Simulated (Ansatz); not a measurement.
Consider the substitution at a C–C bond: `CC=C=CC` + `C[SiH](S)S` → `CS[SiH](C)S` + `C=C=CC`.

Program: Ansatz. Geometries: PBE0-D4/def2-TZVP. ΔE: electronic, gas phase. CCSD(T)/CBS adds triple-zeta CCSD(T) − MP2 to the extrapolated MP2 energy (def2 sets, frozen cores). DFT in def2-TZVPP. B3LYP here is the variant with VWN-RPA as its local correlation; programs differ in this. One conformer a species, not always the lowest.

`CC=C=CC`:

Cartesian coordinates in Å:
```
C 0.381 -0.566 2.248
C 1.006 -0.409 0.896
C 0.472 0.238 -0.101
C -0.069 0.881 -1.096
C -0.971 0.268 -2.122
H 0.238 -1.623 2.490
H -0.587 -0.067 2.295
H 1.025 -0.143 3.025
H 1.980 -0.871 0.745
H 0.146 1.944 -1.198
H -1.121 -0.795 -1.930
H -0.551 0.382 -3.126
H -1.949 0.760 -2.126
```

`C[SiH](S)S`:

Cartesian coordinates in Å:
```
C -0.372 1.419 0.007
Si -0.188 -0.395 -0.362
S -0.830 -1.407 1.409
S 1.795 -0.949 -0.939
H -1.411 1.657 0.250
H 0.255 1.708 0.852
H -0.073 2.008 -0.862
H -0.992 -0.801 -1.542
H -0.531 -2.632 0.946
H 2.346 -0.609 0.240
```

`CS[SiH](C)S`:

Cartesian coordinates in Å:
```
C -0.774 -0.628 -1.827
S 0.898 -0.996 -1.222
Si 0.941 0.179 0.548
C -0.365 -0.287 1.792
S 0.597 2.257 0.143
H -0.835 -1.016 -2.843
H -0.946 0.448 -1.845
H -1.530 -1.118 -1.215
H 2.312 -0.045 1.073
H -0.257 -1.338 2.069
H -1.367 -0.138 1.384
H -0.270 0.324 2.693
H 1.596 2.357 -0.750
```

`C=C=CC`:

```xyz
10

C     1.135    0.568    1.670
C     0.216    0.156    0.847
C    -0.700   -0.256    0.020
C    -0.540   -0.331   -1.467
H     1.852   -0.121    2.107
H     1.215    1.614    1.950
H    -1.656   -0.569    0.437
H    -0.683   -1.356   -1.820
H     0.450    0.005   -1.775
H    -1.288    0.290   -1.969
```

**Question.** Is it downhill or uphill in electronic energy at CCSD(T)/CBS, and by how much? (An estimate is asked.)

**Answer.** Ansatz gave: Uphill: ΔE = +17.4 kJ/mol.

**Question.** What do these levels give: LDA (SPW92), r2SCAN, PBE0, B3LYP, CCSD/def2-SVP, CCSD/CBS(def2)? (Estimate.)

**Answer.** Computed: LDA (SPW92) 21.7, r2SCAN 18.3, PBE0 20.6, B3LYP 21.2, CCSD/def2-SVP 30.0, CCSD/CBS(def2) 19.0 kJ/mol.

**Question.** What do rigid-rotor, harmonic-oscillator terms from PBE0-D4/def2-TZVP frequencies (298.15 K, 1 bar) make of the CCSD(T)/CBS value? (Best estimate.)

**Answer.** The calculation gave: ΔZPE = +3.4 kJ/mol, ΔH = +21.1 kJ/mol, ΔS = 6 J/(mol·K), ΔG = +19.3 kJ/mol.

Largest T1 diagnostic among the species: 0.011.

At CCSD(T), def2-SVP lies +11.8 kJ/mol from the extrapolated value and def2-TZVPP +2.6 kJ/mol. The D4 term adds −5.4 kJ/mol with B3LYP and −3.0 kJ/mol with PBE0; it sums over pairs of atoms, weighted by their polarisabilities, and B3LYP, whose exchange is more repulsive, gets the larger term. In def2-TZVPP, CCSD(T) changes the Hartree–Fock value by −3.7 kJ/mol (the triples alone add −1.5 kJ/mol) and MP2 by −4.4 kJ/mol.
